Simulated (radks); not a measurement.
Problem. Isoelectronic series with 3 electrons, all held in the configuration [He] 2s1, which need not be the ground one along the series. Method: non-relativistic Kohn-Sham, BLYP, spin-polarised, spherical densities, point nucleus; open shells are filled with parallel spins first; computed with a radial shooting solver on a logarithmic mesh with Libxc functionals. Total energies (hartree) and orbital eigenvalues (hartree):

ion,E (hartree),2s up,1s down
Li,-7.48267,-0.11137,-1.90207
C3+,-34.78354,-2.11600,-12.18726
F6+,-82.33552,-6.38224,-31.48525
Mg9+,-150.13593,-12.89956,-59.78382
P12+,-238.18541,-21.66713,-97.08237
Sc18+,-475.03290,-45.95249,-198.6793
Cr21+,-623.83123,-61.47020,-262.9777
Co24+,-792.87939,-79.23793,-336.2761

Estimate the row of Ar15+.

Solution. E (hartree) -346.48433; 2s up -32.68479; 1s down -143.3809.
